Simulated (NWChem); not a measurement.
Species: C2H4BNO; SMILES CBN=C=O

```xyz
9

B     -0.5681    -1.1522     0.0002
H     -1.7618    -1.2683    -0.0012
C      0.3649    -2.4099     0.0001
H      0.1302    -3.0470     0.8654
H      1.4354    -2.1840     0.0100
H      0.1447    -3.0330    -0.8794
N     -0.0447     0.1691     0.0006
C      0.0018     1.3716     0.0001
O      0.1257     2.5424    -0.0002
```
Atoms are numbered in this order, from 1.

Computed with NWChem. All runs use the structure optimised with B3LYP/6-31G* (spherical d). Total energies of different functionals are on different scales.

```tsv
level	energy (Ha)	highest occupied level (eV)	orbital gap (eV)	dipole (D)	relative time
PBE/def2-TZVP	-233.2967	-6.85	4.42	1.72	1
B3LYP/def2-TZVP	-233.5912	-8.00	6.31	1.87	1
LDA (Slater exchange, VWN5)/def2-TZVP	-231.6016	-7.00	4.28	1.83	1
PW6B95/def2-TZVP	-233.8683	-8.33	6.85	1.87	1
CAM-B3LYP/def2-TZVP	-233.4713	-9.59	9.22	1.94	20
Hartree-Fock/def2-TZVP	-232.2020	-11.51	13.70	2.22	1
```

Relative times are rough (shared machine, one core).
